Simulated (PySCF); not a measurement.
## Telling isomers of C₄H₂F₂O₂ apart by NMR

No relativistic terms, in vacuum, one computed conformer, equivalent nuclei averaged. GFN2-xTB geometry; PBE0/pcSseg-1 with gauge-including orbitals; J: B3LYP/pcJ-1 (spin–dipole term left out of most H,H and C,H couplings); PySCF 2.14.0 with density-fitted response routines.

Chemical shifts δ = σref − σ; TMS for 1H (σref 31.72), 13C (σref 186.93), all at this level. Multiplet labels drop J under 1 Hz and among equivalent protons, and merge close values. Unscaled 3J(H,H) run several per cent high. Splittings of carbon signals by F and P are missing where no couplings were computed. Where no couplings were computed, multiplicities follow the n + 1 count of equivalent neighbours, and m marks all less simple cases (inequivalent or close neighbours, rings, F or P nearby). One-bond C–F couplings are unscaled and too large by tens of Hz. Shifts are as computed. Against solution values, carbons near 30 ppm lie about +3 ppm off and those near 130 ppm about +5 ppm. Of 1211 compounds with measured shifts, 218 miss one by over three times the rms of a fit or turn the order of signals round; such compounds aren't used in these exercises.

(1) Tabulate the signals of `O=c1cc1OC(F)F`, `O=C1OCC(F)=C1F`, `FC1=COC(F)=CO1` and their relative energies.

(2) What is the quickest way to tell O=C1OCC(F)=C1F from FC1=COC(F)=CO1?

(3) What is the quickest way to tell O=c1cc1OC(F)F from FC1=COC(F)=CO1?

(4) What is the quickest way to tell O=c1cc1OC(F)F from O=C1OCC(F)=C1F?

Results:

(1) 
```json
{"SMILES": "O=c1cc1OC(F)F", "carbon types": "2×C 2×CH", "δC": "170.3, 142.7, 127.5, 125.4", "δH": "7.14 (t, 1H), 6.62 (s, 1H)", "E rel. (kcal/mol)": "36.4"}
{"SMILES": "O=C1OCC(F)=C1F", "carbon types": "3×C 1×CH2", "δC": "166.6, 166.0, 140.1, 64.7", "δH": "4.90 (m, 2H)", "E rel. (kcal/mol)": "0.0"}
{"SMILES": "FC1=COC(F)=CO1", "carbon types": "2×C 2×CH", "δC": "166.3, 114.1", "δH": "6.07 (m, 2H)", "E rel. (kcal/mol)": "37.4"}
```

Energies are electronic energies at PBE0/pcSseg-1 on these geometries, without zero-point or thermal terms, each for the one conformer computed, which needn't be the lowest.

(2) Count the carbon signals: 4 against 2. The first has an allylic sp3 CH2 bonded to O at 64.7 ppm, the second an alkene carbon bearing oxygen (CH) at 114.1 ppm. Their most deshielded carbons lie at 166.6 and 166.3 ppm. In the proton spectra the most deshielded non-exchanging signals are 4.90 (m, 2H) and 6.07 (m, 2H).

(3) Count the carbon signals: 4 against 2. The first has a ring carbonyl carbon (C) at 142.7 ppm, the second an alkene carbon bearing oxygen (CH) at 114.1 ppm. Their most deshielded carbons lie at 170.3 and 166.3 ppm. In the proton spectra the most deshielded non-exchanging signals are 7.14 (t, J = 74.8 Hz, 1H) and 6.07 (m, 2H).

(4) Both give the same number of carbon signals, but DEPT or the intensities differ. The first has an sp3 CH bonded to 2 F and O at 127.5 ppm, the second an allylic sp3 CH2 bonded to O at 64.7 ppm. Their most deshielded carbons lie at 170.3 and 166.6 ppm. In the proton spectra the most deshielded non-exchanging signals are 7.14 (t, J = 74.8 Hz, 1H) and 4.90 (m, 2H).
